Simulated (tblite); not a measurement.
`[SiH3]O[SiH2]C#C[SiH2]Cl`. The geometry is computed with GFN2-xTB (gas phase).

```
atom  x, y, z in Å
Si1   -3.0831    0.1426   -0.3167
O2    -2.0061   -0.3296    0.7949
Si3   -0.6676   -0.7896    1.5827
C4     0.8147   -0.2561    0.5993
C5     1.7720    0.1030   -0.0497
Si6    3.2514    0.6382   -1.0194
Cl7    4.8863   -0.2256   -0.1937
H8    -2.3564    0.4662   -1.5429
H9    -3.9897   -0.9890   -0.4989
H10   -3.7538    1.3080    0.2553
H11   -0.7021   -2.2492    1.6700
H12   -0.6961   -0.0862    2.8640
H13    3.1337    0.1777   -2.4011
H14    3.3959    2.0893   -0.9258
```

Question: Which two atoms are farthest apart?

Answer: Cl7···H9, 8.91 Å; the next longest distance is 8.79 Å.

Question: How far are the heavy atoms from their best plane (unweighted least squares)?

Answer: 0.108 Å rms; Si1 0.13, O2 0.02, Si3 0.03, C4 0.06, C5 0.09, Si6 0.13, Cl7 0.19 Å (magnitudes).

Question: Work out the bond lengths Si1–O2, Si1–H8, Si1–H9, Si1–H10, O2–Si3, Si3–C4, Si3–H11, C5–Si6 in Å.

Answer: For Si1–O2 the difference vector is (1.0770, -0.4722, 1.1116) Å, of length 1.6182 Å. Si1–O2 1.618; Si1–H8 1.462; Si1–H9 1.461; Si1–H10 1.461; O2–Si3 1.620; Si3–C4 1.857; Si3–H11 1.463; C5–Si6 1.848 Å.

Question: What is the repulsion energy of the bare nuclei, Σ ZA·ZB/RAB?

Answer: 514.52 Eh over 91 pairs, with full nuclear charges and distances in bohr; the largest single term is 62.19 Eh (Si6 with Cl7).

Question: How far apart are these pairs, which share no bond: O2···H12, C5···Cl7, Si6···H11, H8···H13?

Answer: O2···H12 2.461 Å (2 bonds apart); C5···Cl7 3.135 Å (2 bonds apart); Si6···H11 5.586 Å (4 bonds apart); H8···H13 5.564 Å (7 bonds apart).

Question: Write the matrix of distances between heavy atoms (Å, lower triangle).

Answer: 
```
Si1   0.000
O2    1.618  0.000
Si3   3.211  1.620  0.000
C4    4.024  2.829  1.857  0.000
C5    4.863  3.895  3.068  1.211  0.000
Si6   6.393  5.645  4.916  3.059  1.848  0.000
Cl7   7.979  6.964  5.858  4.148  3.135  2.025  0.000
```

GFN2-xTB frequencies show an imaginary mode (28i cm⁻¹), so the point is no minimum at that level. 3 starts were optimised and ended at 0.00, 0.03 and 0.05 kcal/mol (GFN2-xTB); the lowest of these is shown.
